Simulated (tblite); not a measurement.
Compound: C6H12SeSi.
Numbering: `[CH2:1]=[C:2]([CH3:3])[C@@H:4]1[SiH2:5][C@@H:6]1[Se:7][CH3:8]` (hydrogens: H9, H10 on C1; H11, H12, H13 on C3; H14 on C4; H15, H16 on Si5; H17 on C6; H18, H19, H20 on C8)

Computed with GFN2-xTB (tblite), gas phase: L-BFGS steps from a force-field or distance-geometry start until the largest atomic force falls under 0.01 eV/Å.

The end geometry, which sets the zero of energy:
```
atom  x, y, z in Å
C1     -2.0667    1.0332    0.5331
C2     -1.6586   -0.0648   -0.0828
C3     -2.0919   -0.4197   -1.4739
C4     -0.7376   -1.0534    0.5407
Si5     0.5015   -0.6404    1.9028
C6      0.7298   -1.0752    0.0724
Se7     1.3149    0.2798   -1.1957
C8      3.1511    0.3973   -0.5505
H9     -2.7259    1.7386    0.0562
H10    -1.7616    1.2669    1.5393
H11    -2.7560    0.3359   -1.8840
H12    -1.2150   -0.5028   -2.1209
H13    -2.6014   -1.3834   -1.4801
H14    -1.1733   -2.0518    0.5407
H15     0.7172    0.7382    2.2919
H16     0.8151   -1.6887    2.8575
H17     1.1100   -2.0491   -0.2280
H18     3.6753    1.1136   -1.1771
H19     3.6219   -0.5799   -0.6294
H20     3.1460    0.7322    0.4845
```

Task: These geometries come from the run, each turned onto the end geometry. Order them by energy, lowest first.
A.
```
atom  x, y, z in Å
C1     -2.2474    0.8677    0.6590
C2     -1.6643   -0.0852   -0.0512
C3     -1.9661   -0.2898   -1.5080
C4     -0.7134   -1.0541    0.5609
Si5     0.5511   -0.5464    1.8622
C6      0.7378   -1.1119    0.0607
Se7     1.3396    0.1172   -1.3133
C8      3.1397    0.3560   -0.6066
H9     -2.9515    1.5537    0.2198
H10    -2.0535    0.9831    1.7122
H11    -2.2779    0.6421   -1.9748
H12    -1.0845   -0.6648   -2.0323
H13    -2.7664   -1.0221   -1.6235
H14    -1.1526   -2.0458    0.6393
H15     0.7242    0.8653    2.1313
H16     0.8833   -1.5375    2.8678
H17     1.1186   -2.1088   -0.1500
H18     3.6921    0.9632   -1.3167
H19     3.6119   -0.6163   -0.4933
H20     3.0739    0.8611    0.3532
```
B.
```
atom  x, y, z in Å
C1     -2.0976    1.0162    0.5410
C2     -1.6640   -0.0655   -0.0856
C3     -2.0977   -0.4193   -1.4769
C4     -0.7272   -1.0407    0.5342
Si5     0.5014   -0.6307    1.9070
C6      0.7411   -1.0481    0.0727
Se7     1.3278    0.3254   -1.1751
C8      3.1766    0.3880   -0.5553
H9     -2.7774    1.7072    0.0726
H10    -1.7994    1.2411    1.5510
H11    -2.7367    0.3530   -1.8974
H12    -1.2231   -0.5380   -2.1212
H13    -2.6419   -1.3646   -1.4733
H14    -1.1519   -2.0436    0.5311
H15     0.7150    0.7458    2.3063
H16     0.7930   -1.6873    2.8605
H17     1.1287   -2.0142   -0.2431
H18     3.7232    1.0624   -1.2086
H19     3.6019   -0.6112   -0.6133
H20     3.2032    0.7506    0.4700
```
C.
```
atom  x, y, z in Å
C1     -2.1483    0.9936    0.5771
C2     -1.6733   -0.0611   -0.0662
C3     -2.0583   -0.4003   -1.4758
C4     -0.7327   -1.0405    0.5434
Si5     0.5178   -0.6207    1.8896
C6      0.7289   -1.0514    0.0581
Se7     1.3241    0.3248   -1.1826
C8      3.1688    0.3771   -0.5570
H9     -2.8370    1.6747    0.1063
H10    -1.8863    1.2118    1.6000
H11    -2.6042    0.4112   -1.9478
H12    -1.1570   -0.6045   -2.0578
H13    -2.6743   -1.3003   -1.4906
H14    -1.1580   -2.0440    0.5416
H15     0.7102    0.7699    2.2400
H16     0.8599   -1.6590    2.8423
H17     1.1045   -2.0183   -0.2674
H18     3.7270    1.0159   -1.2355
H19     3.5780   -0.6301   -0.5747
H20     3.2049    0.7777    0.4537
```
D.
```
atom  x, y, z in Å
C1     -2.2660    0.7893    0.6445
C2     -1.6693   -0.1635   -0.0526
C3     -1.9923   -0.2030   -1.5189
C4     -0.7625   -1.1676    0.5699
Si5     0.4872   -0.5469    1.8521
C6      0.7146   -1.2548    0.1196
Se7     1.3786    0.0346   -1.2099
C8      3.2305    0.4185   -0.5944
H9     -2.9093    1.4581    0.1117
H10    -2.1543    0.9139    1.7001
H11    -2.2479    0.7980   -1.8472
H12    -1.1690   -0.5859   -2.1164
H13    -2.8652   -0.8256   -1.6509
H14    -1.1971   -2.1478    0.7395
H15     0.6893    0.8779    1.9436
H16     0.9600   -1.4458    2.8755
H17     1.0778   -2.2697   -0.0363
H18     3.7002    0.9912   -1.3827
H19     3.7499   -0.5155   -0.4839
H20     3.2398    0.9711    0.3334
```
E.
```
atom  x, y, z in Å
C1     -2.2712    0.8045    0.6580
C2     -1.6680   -0.1466   -0.0456
C3     -1.9911   -0.2381   -1.5137
C4     -0.7240   -1.1210    0.5782
Si5     0.5294   -0.5603    1.8708
C6      0.7451   -1.2158    0.1094
Se7     1.3915    0.0206   -1.2491
C8      3.1939    0.3767   -0.5990
H9     -2.9372    1.5112    0.1852
H10    -2.1525    0.9197    1.7223
H11    -2.2167    0.7620   -1.8828
H12    -1.1647   -0.6045   -2.1178
H13    -2.8615   -0.8783   -1.6995
H14    -1.2021   -2.0975    0.6820
H15     0.6844    0.8784    1.9681
H16     0.9416   -1.4537    2.9333
H17     1.0918   -2.2294   -0.0793
H18     3.6548    0.9900   -1.3769
H19     3.7549   -0.5562   -0.4703
H20     3.1964    0.9648    0.3235
```

Result: B (0.002 eV), C (0.010 eV), A (0.038 eV), E (0.141 eV), D (0.257 eV).

In the order of the answer:

```
step  E above end (eV)  largest force (eV/Å)  rms force component (eV/Å)  rms distance from end (Å)  rms bond change (Å)  bond most changed (Å)
  71             0.002                  0.03                       0.009                      0.039                0.001           C4–C6 -0.001
  58             0.010                  0.06                       0.018                      0.090                0.001          C4–Si5 -0.002
  34             0.038                  0.09                       0.028                      0.248                0.002          C6–Se7 -0.007
   7             0.141                  0.34                       0.119                      0.318                0.004          C8–H19 +0.009
   3             0.257                  0.58                       0.179                      0.330                0.012          Se7–C8 +0.039
```

What follows is the cost of the whole relaxation. The run took 2.8 s of wall time on Intel Xeon at 2.50 GHz, one thread, no GPU, shared host.
